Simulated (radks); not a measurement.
Radial electron density D(r) = 4 pi r^2 rho(r) of an atom or ion with 1 electrons. All-electron calculation, Dirac Kohn-Sham, LB94 model potential, spin-unpolarised, spherical densities, finite nucleus; Fermi nuclear charge, rms radius of each element as measured or else 0.836 A^(1/3) + 0.57 fm. Program: a radial shooting solver on a logarithmic mesh with Libxc functionals.

r (bohr)  D(r) (e/bohr)
0.001071          2.594
0.001287          3.468
0.00156           4.667
0.001875          6.156
0.002272          8.143
0.002731          10.53
0.003309          13.59
0.003977          17.08
0.004819          21.27
0.005793          25.64
0.007019          30.30
0.008437          34.39
0.01022           37.66
0.01229           39.15
0.01489           38.38
0.0179            35.11
0.02169           29.29
0.02607           22.24
0.03158           14.68
0.03796           8.496
0.046             3.984
0.05529           1.553
0.067            0.4427
0.08053         0.09708
0.09758         0.01340
0.1173         0.001271

What is the nuclear charge?

Answer. Z = 68. The innermost maximum, from 1s, lies near gamma/Z bohr with gamma = sqrt(1 - (Z/c)^2) = 0.868, here 0.0128 bohr (found: 0.0128), and its height grows with Z. The density is that of the erbium ion Er67+ in 1s1; the configuration itself is not fixed sharply by these data, and Z only to a few units. D(r) has 1 maximum, at r = 0.0128 bohr.
